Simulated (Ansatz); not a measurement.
A barrier at the coupled-cluster level

Start structure (GeH$_{2}$O, singlet), relaxed at PBE0-D4/def2-TZVP:

```xyz
4
angstrom
H -1.3082 -0.1058 -0.5657
O 1.0508 -0.2365 0.2358
Ge 2.2787 0.3662 1.1091
H -2.0212 -0.0239 -0.7791
```

The step: GeO + H₂ → GeH₂O ([OH][GeH]); bonds formed: H1–O2, Ge3–H4; bonds broken: H1–H4. Program: Ansatz 0.2.0. Basis: def2-TZVPP and def2-QZVPP. Cores are frozen in the correlated methods. Filled d shells of the heavier atoms are correlated. The def2 sets are not built for correlating such inner shells, so the correlated values are less sure here. Extrapolation: Hartree–Fock as exp(−7.88 √X), correlation as X^−2.97. Energies below are by CCSD(T) at an estimated basis limit (MP2 extrapolated from triple and quadruple zeta, plus CCSD(T) − MP2 in triple zeta).

(1) What are the electronic barrier and the energy of the step, from the start structure to the end structure? (Judge from chemistry; the value comes from the calculation.)

T1 diagnostic: at most 0.027. The T1 diagnostic is large here, which may signal multireference character or strong orbital relaxation, so CCSD(T) is less sure.

## Answers

(1) The calculation gives: Barrier 1.632 eV; step energy -0.429 eV (downhill); reverse barrier, their difference, 2.061 eV. Barrier and step energy count from the start structure, the reverse barrier from the end structure.

The saddle point: One imaginary mode of 1821i cm⁻¹.
```
  pair  start (Å)  saddle (Å)  end (Å)
 H1–O2       2.49        1.37     0.96
Ge3–H4       4.71        1.95     1.62
 H1–H4       0.75        0.99     2.47
```

Zero-point energy (harmonic, PBE0-D4): ZPE is 0.391 eV at the start and 0.398 eV at the saddle, so the barrier goes from 1.632 to 1.639 eV.

Labels in which every atom is bracketed show which atoms are joined, not bond orders.

For scale, one of the runs: CCSD(T)/def2-TZVPP, 107 basis functions, launched by `ansatz run in.yaml --threads 2 --pin off --events-out ev --progress --plain --max-ram 4352MiB`. The run took about 4.8 s on 2 CPU threads of an Arm Neoverse V1 (shared host).
